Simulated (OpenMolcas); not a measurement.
# Au2+ in a point-charge field

Au2+ among 4 point charges of -1.25 e arranged as a tetrahedron (Td), 2.26 Å from the ion.

```yaml
Program: OpenMolcas
Method: "SS-CASPT2, IPEA 0.25 Eh, imaginary shift 0.1 Eh (closed shells correlated: 4f 5s 5p)"
Basis: ANO-RCC-VDZP [7s6p4d2f]
Scalar_Hamiltonian: DKH2, point nucleus
Active_space: 9 electrons in 5 orbitals (5d)
State_averaging: 2S+1 = 2 even, 5 roots
Spin-orbit_coupling: RASSI with atomic mean-field integrals over the reference wave functions
```

The lowest spin-free states (labels of Td), above the lowest:

```
State  Degeneracy  E (cm-1)  Free-ion L (%)
  2T2           3         0         D (100)
   2E           2      1810         D (100)
```

The lowest levels with spin-orbit coupling:

```tsv
E (cm-1)	Degeneracy	Label	2S+1	g
0	2	Γ7	2	1.99 1.99 1.99
1060	4	Γ8	2	
14200	4	Γ8	2
```

Powder χT (cm3 K/mol): 0.376 at 2 K, 0.389 at 10 K, 0.454 at 50 K, 0.535 at 100 K, 0.696 at 200 K, 0.856 at 300 K. The effective moment at 300 K is 2.828 √(χT) = 2.62 μB.

The lowest level has 2S+1 = 2, for which the spin-only value is χT = S(S+1) / 2 = 0.375 cm3 K/mol (g = 2). The computed 0.856 at 300 K differs by +0.481, through orbital momentum, spin-orbit coupling and any other state in reach. With a threefold ground state the orbital momentum is unquenched, so the spin-only value is not expected to hold.

The gap between the two states is 10Dq = -1805 cm-1 (negative for this site).

Roots that are degenerate in the reference are averaged as groups; the widest CASPT2 spread within a group is 48 cm-1 (the 2-fold group of multiplicity 2 near 1810 cm-1 above the lowest state of its run). Shifts and gaps below about the spread of the groups concerned are not significant. An orbital triplet at a regular site is open to Jahn-Teller coupling, which can distort the site and quench the lowest spin-orbit gaps and is left out. The ground term spreads over less than 5000 cm-1, several times less than with real ligands, so orbital moments are less quenched and χT lies further from the spin-only value than at real sites. Free-ion shares, where given, are those of the reference states; single-state CASPT2 does not remix them. This is an electrostatic model: the charges have no orbitals. No measured value stands beside these numbers.
